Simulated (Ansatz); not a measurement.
`[CH3][Al]([CH3])[InH2]` + `[SiH3][SiH2]C[SeH]` → `[CH3][Al]([CH3])[SeH]` + `[SiH3][SiH2][CH2][InH2]`  (redistribution)

Gas-phase electronic energies from Ansatz, PBE0-D4/def2-TZVP geometries. CCSD(T)/CBS is the MP2 limit (def2-TZVPP, def2-QZVPP) plus CCSD(T) − MP2 in def2-TZVPP, frozen cores. DFT in def2-TZVPP. def2 core potentials past Kr. For In, Se outer-core shells are correlated without core-valence functions, which leaves a few kJ/mol of doubt a bond. Scalar relativity is left out up to krypton. Each species was taken in one conformer, which may not be the lowest.

```tsv
level	ΔE (kcal/mol)
r2SCAN-D4	-33.1
LC-ωPBE	-32.3
```

(1) What does CCSD(T)/CBS give? (Estimate.)

Largest T1 diagnostic among the species: 0.014.

Answers

(1) The calculation gave: -34.0 kcal/mol. The listed levels differ from it by 0.9, 1.7 kcal/mol.

Leaving LDA and LC-ωPBE aside and taking each functional with its dispersion term where it has one, the values, not all of them listed here, spread over 4.5 kcal/mol, from r2SCAN0-D4 to revPBE-D4. LDA lies −2.4 kcal/mol from PBE without D4. The D4 term adds −0.8 kcal/mol with B3LYP and −0.4 kcal/mol with PBE0; it sums over pairs of atoms, weighted by their polarisabilities, and B3LYP, whose exchange is more repulsive, gets the larger term. In def2-TZVPP, CCSD(T) changes the Hartree–Fock value by −2.0 kcal/mol (the triples alone add −0.5 kcal/mol) and MP2 by −3.9 kcal/mol.

CCSD(T)/CBS has its own doubt, a few kJ/mol and more with outer-core shells, so smaller differences from it don't rank the levels.

B3LYP here is the variant with VWN-RPA as its local correlation; programs differ in this.
